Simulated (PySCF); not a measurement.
Telling isomers of C9H9F apart by NMR

How the numbers were obtained: structure optimised with PBE0-D3(BJ)/def2-SVP, PBE0/pcSseg-1 with gauge-including orbitals, in PySCF 2.14 (in vacuum, a single conformation, no relativistic terms, averaged over atoms made equivalent by symmetry, fast rotation or ring inversion).

Referencing at the same level of theory: TMS for 1H and 13C. Splittings of carbon signals by F and P are missing where no couplings were computed. Where no couplings were computed, multiplicities follow the n + 1 count of equivalent neighbours, and m marks all less simple cases (inequivalent or close neighbours, rings, F or P nearby). Shifts are as computed. Against solution values, carbons near 30 ppm lie about +2 ppm off and those near 130 ppm about +5 ppm. Of 1211 compounds with measured shifts, 218 miss one by over three times the rms of a fit or turn the order of signals round; such compounds aren't used in these exercises.

(1) Tabulate the signals of `Fc1cccc(C2CC2)c1`, `FCC12C=CC(C=C1)C=C2` and their relative energies.

(2) What is the quickest way to tell Fc1cccc(C2CC2)c1 from FCC12C=CC(C=C1)C=C2?

Results:

(1) 
| SMILES | carbon types | δC | δH | E rel. (kcal/mol) |
| --- | --- | --- | --- | --- |
| Fc1cccc(C2CC2)c1 | 2×C 5×CH 2×CH2 | 171.3, 153.7, 134.9, 128.6, 117.4, 111.7, 17.4, 14.6 | 7.30 (m, 1H), 7.16 (m, 1H), 6.93 (m, 1H), 6.28 (m, 1H), 1.55 (m, 1H), 1.08 (m, 2H), 0.64 (m, 2H) | 0.0 |
| FCC12C=CC(C=C1)C=C2 | 1×C 7×CH 1×CH2 | 153.2, 151.3, 84.8, 62.4, 53.6 | 7.15 (m, 3H), 6.95 (m, 3H), 5.02 (m, 2H), 4.45 (m, 1H) | 37.3 |

Energies are electronic energies at PBE0/pcSseg-1 on these geometries, without zero-point or thermal terms, each for the one conformer computed, which needn't be the lowest.

(2) Count the carbon signals: 8 against 5. The first has an aromatic carbon bearing fluorine (C) at 171.3 ppm, the second an sp3 CH2 bonded to F at 84.8 ppm. Their most deshielded carbons lie at 171.3 and 153.2 ppm.
